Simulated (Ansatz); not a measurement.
The same path of C₃H₉AlSi (14 atoms, charge 0, multiplicity 1) was run twice with different band settings. The coordinate that changes most is the dihedral Si4–C2–Al3–H9.

Method: RHF/6-31G in Ansatz 0.2.0.

Relaxed end points:

```xyz
14
Properties=species:S:1:pos:R:3
C -1.636 -0.546 1.282
C -0.468 -0.567 0.621
Al 1.113 -1.253 1.568
Si -0.390 0.043 -1.180
C 0.789 1.541 -1.380
H -1.737 -0.877 2.304
H -2.556 -0.197 0.839
H 2.550 -1.294 0.861
H 0.928 -1.767 3.075
H 0.090 -1.064 -2.071
H -1.770 0.426 -1.627
H 1.801 1.279 -1.093
H 0.809 1.877 -2.411
H 0.464 2.370 -0.760
```

```xyz
14
Properties=species:S:1:pos:R:3
C -1.641 -0.568 1.277
C -0.470 -0.572 0.621
Al 1.116 -1.244 1.570
Si -0.392 0.051 -1.176
C 0.792 1.545 -1.378
H -1.743 -0.911 2.294
H -2.563 -0.225 0.832
H 0.932 -1.765 3.075
H 2.556 -1.264 0.868
H 0.083 -1.053 -2.074
H -1.771 0.441 -1.618
H 1.804 1.281 -1.088
H 0.816 1.874 -2.411
H 0.468 2.379 -0.764
```

Common settings: movable images 7; climbing image yes; optimiser quadratic models (default); start path IDPP; force threshold 0.05 eV/Å; iteration limit 60; end points relaxed.

| run | spring |
| --- | --- |
| 1 | 5.0 eV/Å² |
| 2 | 0.1 eV/Å² |

**Question.** What does each run give, and how far can it be trusted?

**Answer.** Run 1: converged after 7 iterations, highest image 0.187 eV above the first end. A vibrational analysis at the climbing image gives one clearly imaginary mode, 160i cm⁻¹: a first-order saddle point.
Run 2: converged after 7 iterations, highest image 0.187 eV above the first end. Another band between the same ends (7 images) ends at a top of the same energy, where a vibrational analysis finds 1 clearly imaginary mode.
Limits of this set-up: no polarisation functions.
